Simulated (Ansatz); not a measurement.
C2H5FO2Si (`O=COC(F)[SiH3]`), relaxed with RKS PBE0-D4/def2-TZVP in the Gaussian-basis code of Ansatz from a PBE-D4/def2-SVP geometry. The force threshold is 0.005 eV/Å; the program also tests the step.

The species carries charge 0 and has multiplicity 1.

Start:

```xyz
11

O    -0.081   -2.560    0.891
C     0.758   -1.721    1.096
O     0.835   -0.493    0.494
C    -0.135   -0.200   -0.513
F     0.410   -0.504   -1.748
Si   -0.519    1.685   -0.433
H     1.604   -1.801    1.824
H    -1.016   -0.862   -0.361
H    -1.489    2.013   -1.531
H     0.761    2.442   -0.624
H    -1.128    2.001    0.904
```

Task: How much energy does the relaxation release, and in how many steps? (An estimate is asked.)

Result: Computed: 1.25 kcal/mol, in 13 steps, 1 of them rejected.

Task: Which bonds change most? (An estimate is asked.)

Result: The calculation gave: C2–H7 from 1.119 to 1.099 Å; C4–H8 from 1.113 to 1.094 Å; C2–O3 from 1.370 to 1.351 Å; Si6–H9 from 1.501 to 1.483 Å.

Task: Give the relaxed structure. (Best estimate.)

Result: Computed: 
```xyz
11

O     0.000   -2.580    0.784
C     0.771   -1.719    1.065
O     0.794   -0.473    0.543
C    -0.155   -0.187   -0.463
F     0.388   -0.548   -1.676
Si   -0.513    1.690   -0.442
H     1.579   -1.803    1.805
H    -1.038   -0.814   -0.310
H    -1.460    1.986   -1.544
H     0.762    2.422   -0.629
H    -1.127    2.025    0.867
```
